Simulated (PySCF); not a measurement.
Core-level binding energies of `OB(O)[SiH2]O[SiH2][SiH3]`

BH₉O₃Si₃.
Structure used (PBE0-D3(BJ)/def2-SVP), in Å, numbered top down from 1:
```xyz
16
BH9O3Si3 angstrom
O     -1.9615    1.1373    1.0876
B     -2.5958    0.0840    0.5102
O     -3.9297   -0.0828    0.6634
Si    -1.4021   -1.1579   -0.5534
O      0.0839   -0.3790   -0.3155
Si     1.6911   -0.6367   -0.6889
Si     2.8995    1.1422    0.2416
H     -1.0158    1.1070    0.8808
H     -4.3144    0.6185    1.2059
H     -1.3052   -2.5652   -0.0479
H     -1.6837   -1.2397   -2.0226
H      1.8801   -0.6888   -2.1735
H      2.1521   -1.9449   -0.1239
H      4.3665    0.9522    0.0182
H      2.4784    2.4344   -0.3836
H      2.6395    1.2181    1.7132
```

The calculation used delta-SCF UKS SCAN, pcX-2 on the ionised atom, pcseg-1 elsewhere, spin-free X2C in PySCF 2.14.0. Vertical ΔSCF values, vacuum level as zero.

Question: What binding energy does each computed site have?

Answer: 
```json
{"atom(s)": "O1/O3", "bonded to": "H and B", "level": "O 1s", "binding energy (eV)": "538.95", "2p1/2 (eV)": "–", "above the level's lowest (eV)": "+1.19", "count": "2"}
{"atom(s)": "B2", "bonded to": "2 O and Si", "level": "B 1s", "binding energy (eV)": "197.07", "2p1/2 (eV)": "–", "above the level's lowest (eV)": "0.00", "count": "1"}
{"atom(s)": "Si4", "bonded to": "O, 2 H and B", "level": "Si 2p3/2", "binding energy (eV)": "107.04", "2p1/2 (eV)": "107.67", "above the level's lowest (eV)": "+0.40", "count": "1"}
{"atom(s)": "Si4", "bonded to": "O, 2 H and B", "level": "Si 1s", "binding energy (eV)": "1846.90", "2p1/2 (eV)": "–", "above the level's lowest (eV)": "+0.57", "count": "1"}
{"atom(s)": "O5", "bonded to": "2 Si", "level": "O 1s", "binding energy (eV)": "537.76", "2p1/2 (eV)": "–", "above the level's lowest (eV)": "0.00", "count": "1"}
{"atom(s)": "Si6", "bonded to": "O, 2 H and Si", "level": "Si 2p3/2", "binding energy (eV)": "107.22", "2p1/2 (eV)": "107.85", "above the level's lowest (eV)": "+0.58", "count": "1"}
{"atom(s)": "Si6", "bonded to": "O, 2 H and Si", "level": "Si 1s", "binding energy (eV)": "1847.07", "2p1/2 (eV)": "–", "above the level's lowest (eV)": "+0.74", "count": "1"}
{"atom(s)": "Si7", "bonded to": "3 H and Si", "level": "Si 2p3/2", "binding energy (eV)": "106.64", "2p1/2 (eV)": "107.26", "above the level's lowest (eV)": "0.00", "count": "1"}
{"atom(s)": "Si7", "bonded to": "3 H and Si", "level": "Si 1s", "binding energy (eV)": "1846.33", "2p1/2 (eV)": "–", "above the level's lowest (eV)": "0.00", "count": "1"}
```

Lowest listed O 1s: O5, bonded to 2 Si. Highest, 1.19 eV above it: O1/O3, bonded to H and B. Summing the Pauling electronegativity differences to the bonded atoms, each weighted by its formal bond order, gives -3.08 for the lowest site and -2.64 for the highest.

The listed Si 1s values span 0.74 eV, from Si7 (bonded to 3 H and Si) to Si6 (bonded to O, 2 H and Si). The widest gap between neighbouring values is 0.57 eV, between 1846.33 and 1846.90 eV.

Lowest listed Si 2p3/2: Si7, bonded to 3 H and Si. Highest, 0.58 eV above it: Si6, bonded to O, 2 H and Si. Summing the Pauling electronegativity differences to the bonded atoms, each weighted by its formal bond order, gives +0.90 for the lowest site and +2.14 for the highest; the largest sum, +2.28, belongs to Si4, 0.18 eV below the top.

Question: Give the binding energy of Si 1s of Si6 in hartree and in kJ/mol.

Answer: 1847.07 eV = 67.8786 Eh = 178215 kJ/mol.

Topologically equivalent atoms share the value of their first member; where this conformer doesn't relate them by symmetry, their own values could differ. For 2p shells one spin-free hole was relaxed; a mean-field spin–orbit operator and the ground-state splitting of the three 2p orbitals were then diagonalised within the shell. The shell's mean is (2 × 2p3/2 + 2p1/2)/3, and the degeneracies 2j + 1 give areas of 2:1. 2p1/2 minus 2p3/2 (ligand field included): Si 0.62 eV. Geometry: PBE0-D3(BJ)/def2-SVP, one conformer, isolated molecule.
